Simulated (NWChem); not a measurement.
System: CH2BrF; SMILES FCBr

NWChem input:

```
start job
memory heap 200 mb stack 900 mb global 1100 mb
geometry units angstroms noautoz
  F      0.410381     1.958234     0.000000
  C     -0.602799     1.078442     0.000000
  Br     0.054782    -0.745005     0.000000
  H     -1.208346     1.193091     0.909588
  H     -1.208346     1.193091    -0.909588
end
basis spherical
  * library sto-3g
end
dft
  xc b3lyp
  iterations 150
  mulliken
end
task dft energy
```

Coordinates come from a PBE0/def2-SVP optimisation.

### Question
Predict the main results of this run. (B3LYP/STO-3G.) Quantities: basis functions; energy (Ha); highest occupied level (eV); orbital gap (eV); dipole (D).

### Answer
```yaml
number_of_basis_functions: 30
energy (Ha): -2683.20
highest occupied level (eV): -4.78
orbital gap (eV): 8.91
dipole (D): 1.47
```
